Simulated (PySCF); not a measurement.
H₆N₃OTa, SMILES [NH]=[Ta]([NH2])([NH2])[OH], multiplicity 1.

Geometry: PBE0-D3(BJ)/def2-SVP. The spin state was assumed, not searched. The structure was generated by enumeration; whether it is a known compound was not checked. The def2 effective core potentials stand for the cores of Ta; spin–orbit coupling is left out. The values are those of a single conformer.

Calculation: PBE0-D3(BJ)/def2-SVP in PySCF.

Frequencies are harmonic and unscaled.

Computed normal modes with their intensities:
```
mode  ν (cm⁻¹)  IR (km/mol)  moving atoms (share of kinetic energy)
----  --------  -----------  --------------------------------------
1          169         15.9          H 40 %, O 30 %, N 22 %, Ta 8 %
2          174          9.2         O 31 %, N 30 %, H 26 %, Ta 13 %
3          183          1.7                 N 59 %, H 24 %, Ta 10 %
4          191          2.0                          H 51 %, N 45 %
5          203          1.3                          N 68 %, H 26 %
6          279         82.6                   H 72 %, O 19 %, N 9 %
7          295         31.6                   H 68 %, N 21 %, O 9 %
8          375         14.3                                  H 93 %
9          424        209.2                          H 79 %, O 20 %
10         440        113.8                          H 80 %, N 19 %
11         475        212.9                          H 76 %, N 23 %
12         561         63.6                          H 84 %, N 15 %
13         565        108.4                          H 80 %, N 16 %
14         574         29.2                          H 70 %, N 29 %
15         590         10.9                          H 74 %, N 21 %
16         670        206.0                 N 66 %, H 21 %, Ta 12 %
17         675         77.6                          N 78 %, H 15 %
18         705        109.8                 O 75 %, H 13 %, Ta 10 %
19         999        130.6                          N 84 %, Ta 8 %
20        1516         39.4                          H 89 %, N 11 %
21        1519         25.8                          H 90 %, N 10 %
22        3582         71.4                                  H 96 %
23        3585         37.9                                  H 95 %
24        3688         18.9                           H 92 %, N 8 %
25        3688         42.6                           H 92 %, N 8 %
26        3704        138.5                                  H 92 %
27        3988        222.8                                  H 94 %
```
